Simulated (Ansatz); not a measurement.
Basis-set extrapolation for C2H4ClNOSi (`C[SiH](Cl)N=C=O`) (PBE0-D4/def2-TZVP geometry, frozen core, Ansatz 0.2.0). Multiplicity 1, RHF reference.

```tsv
	def2-TZVPP	def2-QZVPP
HF	-956.047541	-956.078476
MP2 correlation	-1.045124	-1.126955
CCSD(T) correlation	-1.127178	not run
```

Energies in hartree. Use E(X) = E(∞) + A·exp(−7.88·√X) for Hartree–Fock and E(X) = E(∞) + B·X^(−2.97) for correlation, with X = 3 and 4, and add CCSD(T) minus MP2 of the smaller set to the MP2 limit.

Problem. What is the CCSD(T) energy at the basis-set limit?

Solution. HF limit: -956.078476 + (-0.030935) × 0.13774 = -956.08274. MP2 limit: -1.126955 + (-0.081831) × 0.74074 = -1.18757. Higher-order term: -1.127178 − (-1.045124) = -0.08205. Total: -957.35236 hartree, 466.4 kJ/mol below CCSD(T)/def2-TZVPP.
